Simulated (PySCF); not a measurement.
**How methods differ on the ionisation energy of I⁺**

I⁺ [Kr] 4d10 5s2 5p4 (3P) → I²⁺ [Kr] 4d10 5s2 5p3 (4S), as a difference of total energies. Calculation: PySCF 2.14, in aug-cc-pwCVTZ-PP with ECP28MDF (8s7p6d4f1g, 96 functions); scalar relativity through the core potential. Correlated levels: valence: 4s2 4p6 4d10 frozen; valence and next inner shell: nothing frozen outside the core potential. The calculations carry no spin-orbit coupling.

| method | ionisation energy (eV) | error (eV) |
| --- | --- | --- |
| UHF | 17.671 | -1.079 |
| LDA | 19.029 | +0.279 |
| PBE | 18.724 | -0.026 |
| PBE0 | 18.739 | -0.011 |
| r2SCAN | 18.753 | +0.003 |
| B2PLYP | 18.671 | -0.079 |
| HSE06 | 18.790 | +0.040 |
| TPSS | 18.723 | -0.027 |
| CAM-B3LYP | 18.938 | +0.188 |
| MP2 (valence) | 18.320 | -0.430 |
| SCS-MP2 (valence) | 18.389 | -0.361 |
| MP2 (valence and next inner shell) | 18.481 | -0.269 |
| SCS-MP2 (valence and next inner shell) | 18.499 | -0.251 |

Reference: 18.750 eV (measured; NIST levels, between the centres of gravity of the two terms).

Errors of the correlated levels include the incompleteness of this basis and the frozen core.
